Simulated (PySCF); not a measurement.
ClH₅N₂OSn, SMILES [NH2][Sn]([NH2])([OH])[Cl].

The structure is a stationary point at PBE0-D3(BJ)/def2-SVP. The def2 effective core potentials stand for the cores of Sn; spin–orbit coupling is left out. The values are those of a single conformer.

Calculation: PBE0-D3(BJ)/def2-SVP (PySCF).

Frequencies are harmonic and unscaled.

```json
[
 {"mode": "1", "ν (cm⁻¹)": "84", "IR (km/mol)": "4.8", "moving atoms (share of kinetic energy)": "H 43 %, N 37 %, Cl 12 %"},
 {"mode": "2", "ν (cm⁻¹)": "108", "IR (km/mol)": "5.1", "moving atoms (share of kinetic energy)": "N 42 %, O 22 %, H 18 %, Cl 17 %"},
 {"mode": "3", "ν (cm⁻¹)": "148", "IR (km/mol)": "22.0", "moving atoms (share of kinetic energy)": "H 29 %, N 20 %, Sn 18 %, Cl 17 %, O 15 %"},
 {"mode": "4", "ν (cm⁻¹)": "156", "IR (km/mol)": "39.3", "moving atoms (share of kinetic energy)": "H 61 %, O 18 %, N 12 %"},
 {"mode": "5", "ν (cm⁻¹)": "157", "IR (km/mol)": "7.5", "moving atoms (share of kinetic energy)": "N 44 %, H 30 %, Sn 18 %"},
 {"mode": "6", "ν (cm⁻¹)": "171", "IR (km/mol)": "3.9", "moving atoms (share of kinetic energy)": "O 33 %, H 26 %, N 22 %, Sn 14 %"},
 {"mode": "7", "ν (cm⁻¹)": "197", "IR (km/mol)": "22.4", "moving atoms (share of kinetic energy)": "H 72 %, N 16 %"},
 {"mode": "8", "ν (cm⁻¹)": "252", "IR (km/mol)": "101.0", "moving atoms (share of kinetic energy)": "H 74 %, O 17 %"},
 {"mode": "9", "ν (cm⁻¹)": "369", "IR (km/mol)": "61.9", "moving atoms (share of kinetic energy)": "Cl 76 %, Sn 20 %"},
 {"mode": "10", "ν (cm⁻¹)": "541", "IR (km/mol)": "147.8", "moving atoms (share of kinetic energy)": "N 53 %, H 44 %"},
 {"mode": "11", "ν (cm⁻¹)": "570", "IR (km/mol)": "156.3", "moving atoms (share of kinetic energy)": "N 61 %, H 33 %"},
 {"mode": "12", "ν (cm⁻¹)": "635", "IR (km/mol)": "18.1", "moving atoms (share of kinetic energy)": "O 51 %, H 24 %, N 20 %"},
 {"mode": "13", "ν (cm⁻¹)": "655", "IR (km/mol)": "91.6", "moving atoms (share of kinetic energy)": "O 34 %, H 32 %, N 22 %, Sn 12 %"},
 {"mode": "14", "ν (cm⁻¹)": "666", "IR (km/mol)": "53.1", "moving atoms (share of kinetic energy)": "H 53 %, N 36 %, Sn 11 %"},
 {"mode": "15", "ν (cm⁻¹)": "844", "IR (km/mol)": "15.8", "moving atoms (share of kinetic energy)": "H 92 %"},
 {"mode": "16", "ν (cm⁻¹)": "858", "IR (km/mol)": "22.5", "moving atoms (share of kinetic energy)": "H 89 %, N 10 %"},
 {"mode": "17", "ν (cm⁻¹)": "886", "IR (km/mol)": "87.7", "moving atoms (share of kinetic energy)": "H 90 %"},
 {"mode": "18", "ν (cm⁻¹)": "1530", "IR (km/mol)": "17.3", "moving atoms (share of kinetic energy)": "H 92 %, N 8 %"},
 {"mode": "19", "ν (cm⁻¹)": "1537", "IR (km/mol)": "16.7", "moving atoms (share of kinetic energy)": "H 92 %, N 8 %"},
 {"mode": "20", "ν (cm⁻¹)": "3546", "IR (km/mol)": "24.4", "moving atoms (share of kinetic energy)": "H 96 %"},
 {"mode": "21", "ν (cm⁻¹)": "3552", "IR (km/mol)": "22.6", "moving atoms (share of kinetic energy)": "H 96 %"},
 {"mode": "22", "ν (cm⁻¹)": "3649", "IR (km/mol)": "27.7", "moving atoms (share of kinetic energy)": "H 92 %, N 8 %"},
 {"mode": "23", "ν (cm⁻¹)": "3658", "IR (km/mol)": "29.0", "moving atoms (share of kinetic energy)": "H 91 %, N 9 %"},
 {"mode": "24", "ν (cm⁻¹)": "3890", "IR (km/mol)": "81.4", "moving atoms (share of kinetic energy)": "H 94 %"}
]
```
